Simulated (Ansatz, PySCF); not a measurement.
AuClH₃N, SMILES [NH3]->[Au][Cl], multiplicity 1. Atoms are numbered in the order given.

```xyz
6

N      0.0060     0.0104    -2.2886
H      0.8301    -0.4619    -2.6474
H     -0.8143    -0.4633    -2.6544
H      0.0067     0.9614    -2.6444
Au    -0.0031     0.0008    -0.1738
Cl    -0.0130    -0.0097     2.0841
```

The structure is a stationary point at B3LYP-D3(BJ)/def2-TZVP. The spin state was assumed, not searched. The def2 effective core potentials stand for the cores of Au; spin–orbit coupling is left out.

Two levels are set side by side: PBE-D3(BJ)/def2-TZVP (Ansatz, a first-principles code) and B3LYP-D3(BJ)/def2-TZVP (Ansatz). Each level has its own optimised geometry; the coordinates shown are those of the second. Frequencies come from the Hessian of PySCF at each geometry. Differences are taken from unrounded values.

```json
[
 {"quantity": "mean bond length (Å)", "B3LYP-D3(BJ)": "1.484", "PBE-D3(BJ)": "1.482", "PBE-D3(BJ) minus B3LYP-D3(BJ)": "-0.002"},
 {"quantity": "bond N1–Au5 (Å)", "B3LYP-D3(BJ)": "2.115", "PBE-D3(BJ)": "2.097", "PBE-D3(BJ) minus B3LYP-D3(BJ)": "-0.018"},
 {"quantity": "bond Au5–Cl6 (Å)", "B3LYP-D3(BJ)": "2.258", "PBE-D3(BJ)": "2.241", "PBE-D3(BJ) minus B3LYP-D3(BJ)": "-0.017"},
 {"quantity": "bond N1–H2 (Å)", "B3LYP-D3(BJ)": "1.015", "PBE-D3(BJ)": "1.024", "PBE-D3(BJ) minus B3LYP-D3(BJ)": "0.008"},
 {"quantity": "bond N1–H3 (Å)", "B3LYP-D3(BJ)": "1.015", "PBE-D3(BJ)": "1.024", "PBE-D3(BJ) minus B3LYP-D3(BJ)": "0.008"},
 {"quantity": "bond N1–H4 (Å)", "B3LYP-D3(BJ)": "1.015", "PBE-D3(BJ)": "1.024", "PBE-D3(BJ) minus B3LYP-D3(BJ)": "0.008"},
 {"quantity": "highest harmonic wavenumber (cm⁻¹)", "B3LYP-D3(BJ)": "3557", "PBE-D3(BJ)": "3477", "PBE-D3(BJ) minus B3LYP-D3(BJ)": "-80"},
 {"quantity": "mean harmonic wavenumber (cm⁻¹)", "B3LYP-D3(BJ)": "1462", "PBE-D3(BJ)": "1429", "PBE-D3(BJ) minus B3LYP-D3(BJ)": "-32"},
 {"quantity": "zero-point energy (kcal/mol)", "B3LYP-D3(BJ)": "25.07", "PBE-D3(BJ)": "24.52", "PBE-D3(BJ) minus B3LYP-D3(BJ)": "-0.55"}
]
```
